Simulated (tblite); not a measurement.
C3H10BN.
Z-matrix (Å and degrees, GFN2-xTB geometry), rows numbered from 1:
```
C 
C   1  1.3254
B   2  1.5953  1  129.48
N   3  1.6380  2  107.23  1    -1.03
C   4  1.4571  3  115.23  2   179.52
H   1  1.0811  2  122.97  3   179.96
H   1  1.0838  2  123.40  3     0.02
H   2  1.0863  1  115.84  3   179.96
H   3  1.1944  2  111.97  1   115.18
H   3  1.1943  2  112.02  1  -117.20
H   4  1.0158  3  105.57  2   -57.54
H   4  1.0158  3  105.40  2    56.76
H   5  1.0926  4  112.17  3   179.58
H   5  1.0881  4  109.03  3    58.42
H   5  1.0881  4  108.95  3   -59.27
```

All values are computed: GFN2-xTB (tblite) harmonic vibrations without scaling, gas phase. Against measured fundamentals such values can be off by several per cent, at times by over 20. Modes of hydrogen on boron can be 10 to 20 % off. One conformer, not necessarily the lowest.

Harmonic wavenumbers (cm⁻¹): 85.9, 121.3, 178.3, 216.6, 289.9, 460.1, 462.3, 654.9, 693.4, 833.2, 869.4, 896.0, 950.5, 1003.0, 1022.6, 1048.6, 1055.0, 1107.2, 1124.9, 1206.6, 1222.8, 1252.1, 1295.2, 1412.0, 1457.3, 1469.2, 1486.0, 1520.3, 1685.0, 2413.6, 2431.9, 2979.9, 3008.5, 3017.7, 3043.7, 3048.3, 3053.3, 3376.1, 3385.9.

A = 12533, B = 2509, C = 2179 MHz; mass 71.091 u (most abundant isotopes); point group Cs, symmetry number 1.

Question: Zero-point energy?

Answer: ½Σν̃ = 28419 cm⁻¹ = 81.25 kcal/mol.

Question: What is S at 273.15 K and 1 bar for an ideal gas of classical rigid rotors and harmonic oscillators?

Answer: Translation 38.29, rotation 25.69, vibration 14.53: S = 78.5 cal/(mol K).

Question: And Cp and H(273.15 K) − H(0)?

Answer: Cp = 24.97 cal/(mol K), of which vibrations give 17.02 (their classical limit is 39 R = 77.5); H(273.15 K) − H(0) = 4.40 kcal/mol without the zero-point energy, 2.23 from vibrations.

Question: What must be added to the electronic energy to get the Gibbs energy at 273.15 K and 1 bar?

Answer: ZPE + [H(273.15 K) − H(0)] − T·S = 81.25 + 4.40 − 21.45 = 64.20 kcal/mol.

Question: How do the functions run with temperature in this model?

Answer: 
```
 T (K)  S (cal/(mol K))  Cp (cal/(mol K))  H − H(0) (kcal/mol)  G − H(0) (kcal/mol)  ln q(vib)
   150             66.3              17.1                 1.84                -8.10       1.38
   250             76.4              23.3                 3.84               -15.25       2.85
298.15             80.8              26.8                 5.05               -19.03       3.58
   400             89.7              34.3                 8.17               -27.72       5.15
   600            106.1              46.5                16.32               -47.33       8.35
   900            127.5              58.8                32.26               -82.45      13.13
```

q(vib) and H(0) count from the zero-point level.

Question: Which modes carry the vibrational entropy at 273.15 K?

Answer: 85.9 cm⁻¹: 3.58; 121.3 cm⁻¹: 2.91; 178.3 cm⁻¹: 2.18; 216.6 cm⁻¹: 1.83; 289.9 cm⁻¹: 1.33; 460.1 cm⁻¹: 0.65 cal/(mol K); the other 33 give 2.04 together.

Hindered rotation and anharmonicity are outside this model. Other conformers, if any are populated, would add a mixing term that is left out.
